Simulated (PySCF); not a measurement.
# Simulated absorption spectrum

C₅H₈P₂Si.
Cartesian coordinates in Å at the GFN2-xTB level; atoms count from 1:
```
atom  x, y, z in Å
C1    -2.9636   -0.0754   -0.0108
C2    -1.4630   -0.0490    0.0893
C3    -0.7318   -0.9442   -0.6718
P4     0.9870   -1.1519   -0.7712
C5     1.6429    0.0295    0.3206
Si6    3.5385    0.1136    0.4500
P7     0.7731    1.1608    1.3149
C8    -0.8958    0.8672    0.9621
H9    -3.3807   -0.6149    0.8399
H10   -3.3684    0.9347    0.0037
H11   -3.2887   -0.5722   -0.9217
H12   -1.2907   -1.6198   -1.3120
H13    4.1008   -0.8921   -0.4518
H14    3.9344   -0.1443    1.8371
H15    3.9782    1.4586    0.0685
H16   -1.5799    1.5085    1.5094
```

The calculation used PySCF, TDDFT CAM-B3LYP/def2-SVPD, vertical, gas phase, core orbitals frozen in the response. GFN2-xTB frequencies show an imaginary mode (37i cm⁻¹), so this geometry is no minimum at that level.

Broadening: Gaussians 0.3 eV wide at half height, area fixed by f = 4.319×10⁻⁹ ∫ε dν̃. The width is an assumption, not a result. The curve ends short of the highest state used, and states not computed would add to its high-energy end.

(λ (nm), ε (L mol⁻¹ cm⁻¹)): (259.5, 1136), (262.3, 1450), (265.1, 1596), (267.9, 1517), (270.7, 1255), (273.5, 918), (276.3, 615), (279.1, 417), (281.9, 349), (284.7, 409), (287.6, 588), (290.4, 845), (293.2, 1143), (296.0, 1425), (298.8, 1635), (301.6, 1726), (304.4, 1683), (307.2, 1517), (310.0, 1270), (312.8, 989), (315.6, 719), (318.4, 489), (321.2, 312), (324.1, 185), (326.9, 105), (329.7, 56), (332.5, 29), (335.3, 14), (338.1, 7), (340.9, 3)

Question: Locate the maxima and give the states behind the curve.

Answer: 302 nm (4.10 eV), ε about 1700, made up of S1 (85%) and S2 (14%); 266 nm (4.67 eV), ε about 1600, made up of S4 (100%) (ε in L mol⁻¹ cm⁻¹; maxima over ε = 5, shares over 10%). The states used: S1 4.09 eV (f 0.016); S2 4.20 eV (f 0.0036); S3 4.25 eV (f 0.0003); S4 4.67 eV (f 0.018); S5 4.96 eV (f 0.0001); S6 5.13 eV (f 0.0070); S7 5.31 eV (f 0.370); S8 5.38 eV (f 0.333).

Question: What would ε be at 4.10 eV, the highest of these maxima, with half the width (0.15 eV)?

Answer: About 3110 L mol⁻¹ cm⁻¹ against 1730, a factor of about 1.8; a lone state at its own centre would give exactly 2.

Question: On this curve, what absorbance would a 10⁻⁴ mol/L sample give at 266 nm over a 1 cm path?

Answer: 266 nm is 4.661 eV, where ε is about 1600 L mol⁻¹ cm⁻¹, so A = ε c l ≈ 0.16 (Beer–Lambert, with the gas-phase spectrum and the assumed width).

Question: Coming from long wavelengths, where does ε first pass 100 L mol⁻¹ cm⁻¹?

Answer: At about 327 nm (3.79 eV), 0.30 eV below S1.
